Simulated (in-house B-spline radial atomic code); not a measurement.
How numerical settings move a run on Zr3+, [Kr] 4d1. Computed with an all-electron radial atomic-structure program (B-spline basis): Dirac-Kohn-Sham PBE0, spherical fractional occupations, Fermi nucleus of rms radius 4.2694 fm.

Command:
```bash
python run_scf.py task.json out
```
Settings of the sound reference run:
```
Z                40
electrons        37
configuration    [Kr] 4d1
hamiltonian      dirac
method           pbe0
spin_polarised   False
nucleus          fermi
rms_radius       4.2694
mass_number      90
atomic_mass      89.9047
speed_of_light   137.036
knot_spacing     0.22
spline_order     8
gauss_points     12
box_radius       16.22
max_iterations   70
damping          0.5
damped_steps     3
diis_vectors     10
tolerance        1e-08
start            Thomas-Fermi
```

Run time, properties included: 1.4 s on 1 thread of Arm Neoverse V1, with other jobs on the host.

It converges in 9 iterations to -3597.335333 hartree, with 4d5/2 at -26.9446 eV. The other runs change the listed settings, some to values that make no sense; their results aren't properties of the atom or ion. Radii are in bohr (the nuclear one in fm), a minus after a letter asks for a j subshell, and «unchanged» means within 1e-8 hartree. The run stops when the residual is below 10 × tolerance × max(1, Z/10), or a noise floor if that is larger, and the energy moves by less than 1e-8 × √|E| hartree; so very loose and very tight tolerances often act alike.

| changed settings | outcome |
| --- | --- |
| damped_steps = 1 | converged in 8 iterations, energy unchanged |
| electrons = 40, configuration = [Kr] 4d1 5s3, max_iterations = 100 | stopped with error: shell 5s holds at most 2 electrons |
| box_radius = 3.24, first_knot = 2.5e-06, max_iterations = 50, damping = 0.95 | converged in 9 iterations, energy +1.77e-01 hartree from the reference, 4d5/2 level +4.3e+00 eV (the program warns: 4d5/2 reaches the box edge; 4s1/2 reaches the box edge) |
| damped_steps = 8 | converged in 12 iterations, energy unchanged, 4d5/2 level -8.6e-06 eV |
| spline_order = 10, gauss_points = 6, first_knot = 2.5e-06, max_iterations = 75 | converged in 8 iterations, energy -4.59e-07 hartree from the reference, 4d5/2 level -4.8e-05 eV |
| box_radius = 3.24, first_knot = 0.0075, max_iterations = 60, tolerance = 1e-05 | converged in 8 iterations, energy +1.96e-01 hartree from the reference, 4d5/2 level +4.3e+00 eV (the program warns: 4d5/2 reaches the box edge; 4s1/2 reaches the box edge) |
| start = bare nucleus | converged in 10 iterations, energy unchanged, 4d5/2 level +1.4e-06 eV |
| damped_steps = 0 | converged in 8 iterations, energy unchanged, 4d5/2 level -3.6e-06 eV |
| gauss_points = 4 | converged in 9 iterations, energy +7.19e-07 hartree from the reference, 4d5/2 level +6.3e-07 eV |
| gauss_points = 16 | converged in 9 iterations, energy unchanged |
| knot_spacing = 1, gauss_points = 5, max_iterations = 3, damping = 0.2 | not converged after 3 iterations, last residual 2.6e-01, last energy +1.44e+01 hartree from the reference |

**Question.** What happens with gauss_points = 5?

**Answer.** Converged in 9 iterations, energy -2.53e-08 hartree from the reference.

**Question.** What happens with method = hf, speed_of_light = 44.01596?

**Answer.** Converged in 10 iterations to -4556.2299 hartree, a different physical problem.

**Question.** What happens with electrons = 45, configuration = [Kr] 4d1 6s2 6p6, max_iterations = 50?

**Answer.** Converged in 11 iterations to -3597.3376 hartree, a different physical problem (warning: 6s1/2 has a positive eigenvalue: unbound, held by the box).

**Question.** What happens with gauss_points = 3?

**Answer.** Converged in 9 iterations, energy +1.45e-04 hartree from the reference, 4d5/2 level -5.1e-07 eV.
